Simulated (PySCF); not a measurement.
Gas-phase reaction: 3 GeH₃Cl = GeHCl + 2 GeH₃ + 2 HCl

Computed with PySCF and rigid-rotor harmonic-oscillator thermochemistry at 1 bar. † marks an energy on the PBE0/def2-TZVP geometry and frequencies; other levels use their own. 6-31G* has spherical d functions here. Open shells (unrestricted): GeH₃ (multiplicity 2); the rest are closed-shell singlets. B3LYP is the form with VWN-RPA correlation. Ge: all electrons, no relativistic terms. GeHCl, GeH₃: computed as isolated molecules; such fragments, hydroxides, amides, oligomers or adducts are transient or little studied in the gas.

PBE0/def2-TZVP gives ΔH°(298 K) = 499 kJ.

Question: What do ωB97X-V/def2-TZVP†, PBE/def2-SVP, B3LYP/6-31G* give?

Answer: ωB97X-V/def2-TZVP†: 534 kJ; PBE/def2-SVP: 487 kJ; B3LYP/6-31G*: 477 kJ. For scale, ΔH°(298 K) is 499 kJ at this level, 502 kJ at ωB97M-V/def2-TZVP†, and runs from 435 to 550 kJ over the 20 levels computed († marks an energy on the PBE0/def2-TZVP geometry).
